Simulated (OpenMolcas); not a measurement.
Ta2+.

| Property | Result |
| --- | --- |
| Program | OpenMolcas |
| Method | CASSCF |
| Basis | ANO-R1 [7s5p4d2f] |
| Scalar Hamiltonian | X2C, finite nucleus |
| Active space | 3 electrons in 6 orbitals (5d 6s) |
| State averaging | 2S+1 = 4 even, 20 roots; 2S+1 = 2 even, 70 roots kept (CI in the orbitals of an earlier block) |
| Spin-orbit coupling | state interaction with AMFI integrals over the reference wave functions, term energies averaged over their components |

Levels without dynamic correlation, in cm⁻¹ above 5d³ ⁴F_3/2:

```
      Level      E
 5d³ ⁴P_1/2  15605
 5d³ ²P_1/2   9968
 5d³ ²G_7/2  13840
5d³ ²H_11/2  21376
```

On this reference, MS-CASPT2, IPEA 0.25 Eh, imaginary shift 0.1 Eh (closed shells correlated: 5s 5p) puts 5d³ ⁴P_1/2 at 14350 cm⁻¹.

Q: Estimate the other levels at that method by one scale factor, and say how well it serves.

A: The factor is 14350 / 15605 = 0.920. Scaled values beside those that MS-CASPT2 gives:
```
      Level  Scaled  MS-CASPT2  Miss (%)
 5d³ ²P_1/2    9171       8540      +7.4
 5d³ ²G_7/2   12733      13110      -2.9
5d³ ²H_11/2   19666      20670      -4.9
```
For these levels the scaled values miss MS-CASPT2 by up to 7.4 %, as correlation changes each term by its own factor, spin-orbit parts do not scale and CASPT2 has its own spread within terms. This holds within one configuration; levels of others move differently, and the target method has errors of its own against measurement.

CASPT2 does not keep the components of a term degenerate, so their means are used; among the terms shown or strongly mixed into the levels shown the widest spread is 420 cm-1 (5d³ ⁴F, MS-CASPT2). Terms from blocks run as CI alone lack orbitals of their own. Configurations are named by rounded mean occupations; where the s occupation lies near a half they are strongly mixed, a name can repeat and a true partner stay unpaired. Without dynamic correlation excited terms often stand tens of per cent too high (terms of higher spin than the ground term too low), and those without a measured partner can miss by more than the paired ones (holds for CASSCF). Levels of configurations outside the active space are missing.
